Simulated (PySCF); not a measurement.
CH₃F₃Sn, SMILES F[C]([SnH3])(F)F. Atoms are numbered in the order given.

```xyz
8

Sn     0.0000     0.0000    -0.9890
C      0.0000     0.0000     1.2260
F     -1.0847     0.6262     1.7252
F      1.0847     0.6262     1.7252
F      0.0000    -1.2524     1.7252
H     -1.4165    -0.8178    -1.4954
H      1.4165    -0.8178    -1.4954
H      0.0000     1.6356    -1.4954
```

Geometry: B3LYP-D3(BJ)/def2-SVP. The structure was generated by enumeration; whether it is a known compound was not checked. The def2 effective core potentials stand for the cores of Sn; spin–orbit coupling is left out.

All values below come from TDA-PBE/def2-SVPD (PySCF).

Vertical excitations; the highest root listed may be one member of a degenerate set. The molecule is in vacuum. State labels are in the subgroup Cs.

Computed UV-visible absorptions:
```csv
state,symmetry,energy (eV),λ (nm),f,main pairs
S1,A',6.66,186,0.010,"HOMO→LUMO+1 67 %, HOMO→LUMO 32 %"
S2,A",7.34,169,0.000,"HOMO→LUMO+3, HOMO−2→LUMO+1 (degenerate set)"
S3,A',7.34,169,0.000,"HOMO→LUMO+2, HOMO−1→LUMO+1 (degenerate set)"
S4,A',7.43,167,0.368,"HOMO→LUMO 53 %, HOMO→LUMO+1 28 %"
S5,A',7.51,165,0.006,"HOMO−1→LUMO, HOMO−1→LUMO+1 (degenerate set)"
S6,A",7.51,165,0.006,"HOMO−2→LUMO, HOMO−2→LUMO+1 (degenerate set)"
S7,A",7.80,159,0.078,"HOMO−2→LUMO+1, HOMO−2→LUMO, HOMO−2→LUMO+2, HOMO−1→LUMO+3 (degenerate set)"
S8,A',7.80,159,0.078,"HOMO−1→LUMO+1, HOMO−1→LUMO, HOMO−1→LUMO+2, HOMO−2→LUMO+3 (degenerate set)"
S9,A",8.10,153,0.000,"HOMO−1→LUMO+3 50 %, HOMO−2→LUMO+2 50 %"
S10,A',8.40,148,0.054,"HOMO→LUMO+4 69 %, HOMO−2→LUMO+3 14 %, HOMO−1→LUMO+2 14 %"
T1,A',5.99,207,0,"HOMO→LUMO 80 %, HOMO→LUMO+1 19 %"
T2,A',6.34,195,0,"HOMO→LUMO+1 78 %, HOMO→LUMO 19 %"
T3,A',6.73,184,0,"HOMO−1→LUMO, HOMO−1→LUMO+1, HOMO→LUMO+2 (degenerate set)"
T4,A",6.73,184,0,"HOMO−2→LUMO, HOMO−2→LUMO+1, HOMO→LUMO+3 (degenerate set)"
```
Triplets are in the Tamm–Dancoff approximation.
